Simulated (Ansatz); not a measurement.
Reaction (cleavage of the Si–Ge bond): `F[C@@H]1[O][Ge@H]1[SiH3]` + `C=N[SiH2]N` → `C=N[SiH2]N[SiH3]` + `F[CH]1[O][GeH2]1`

Calculated with Ansatz (gas phase, PBE0-D4/def2-TZVP geometries, no zero-point term in ΔE). CCSD(T)/CBS is the MP2 limit (def2-TZVPP, def2-QZVPP) plus CCSD(T) − MP2 in def2-TZVPP, frozen cores. DFT in def2-TZVPP. For Ge outer-core shells are correlated without core-valence functions, which leaves a few kJ/mol of doubt a bond. Scalar relativity is left out up to krypton. One conformer a species, not always the lowest.

CCSD(T)/CBS gives -0.28 eV.

Question: Another level gave -0.08 eV. Which?
A. ωB97M-V/def2-TZVPP
B. HF/def2-TZVPP
C. PBE/def2-TZVPP
D. r2SCAN/def2-TZVPP

Answer: C. PBE -0.08, r2SCAN -0.20, HF/def2-TZVPP -0.44, ωB97M-V -0.30 eV.

Largest T1 diagnostic among the species: 0.016.

In def2-TZVPP, CCSD(T) changes the Hartree–Fock value by +0.15 eV (the triples alone add +0.03 eV) and MP2 by +0.12 eV. The D4 term adds −0.04 eV with B3LYP and −0.02 eV with PBE0; it sums over pairs of atoms, weighted by their polarisabilities, and B3LYP, whose exchange is more repulsive, gets the larger term. From PBE to PBE0 (25 % exact exchange), in def2-TZVPP and without D4, ΔE moves by −0.08 eV.

B3LYP here is the variant with VWN-RPA as its local correlation; programs differ in this.
